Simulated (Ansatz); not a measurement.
Reaction (cleavage of the Si–Si bond): `N[SiH2][SiH2]CO` + `BN` → `BN[SiH2]CO` + `N[SiH3]`

Computed with Ansatz on PBE0-D4/def2-TZVP structures; ΔE is electronic, products minus reactants. CCSD(T)/CBS is the MP2 limit (def2-TZVPP, def2-QZVPP) plus CCSD(T) − MP2 in def2-TZVPP, frozen cores. This one scheme is used for every species. DFT in def2-TZVPP. B3LYP here is the variant with VWN-RPA as its local correlation; programs differ in this. One conformer a species, not always the lowest.

| level | ΔE (kJ/mol) | difference from CCSD(T)/CBS |
| --- | --- | --- |
| PBE-D4 | -25.6 | 24.2 |
| PBE0-D4 | -32.9 | 16.9 |
| ωB97X-V | -46.6 | 3.2 |
| ωB97M-V | -51.8 | -2.0 |
| B2PLYP | -51.2 | -1.4 |
| PBE | -26.2 | 23.6 |
| r2SCAN | -41.1 | 8.7 |
| PBE0 | -33.7 | 16.1 |
| B3LYP | -46.0 | 3.8 |
| HF/def2-TZVPP | -67.8 | -18.0 |
| MP2/def2-TZVPP | -57.2 | -7.4 |
| SCS-MP2/def2-TZVPP | -59.7 | -9.9 |
| HF/def2-QZVPP | -69.2 | -19.4 |
| HF/CBS(def2) | -69.4 | -19.6 |
| MP2/CBS(def2) | -56.9 | -7.1 |
| CCSD/CBS(def2) | -52.3 | -2.5 |
| CCSD(T)/CBS | -49.8 | 0 |

Largest T1 diagnostic among the species: 0.012.

From PBE to PBE0 (25 % exact exchange), in def2-TZVPP and without D4, ΔE moves by −7.5 kJ/mol. In def2-TZVPP, CCSD(T) changes the Hartree–Fock value by +17.7 kJ/mol (the triples alone add +2.5 kJ/mol) and MP2 by +10.6 kJ/mol.
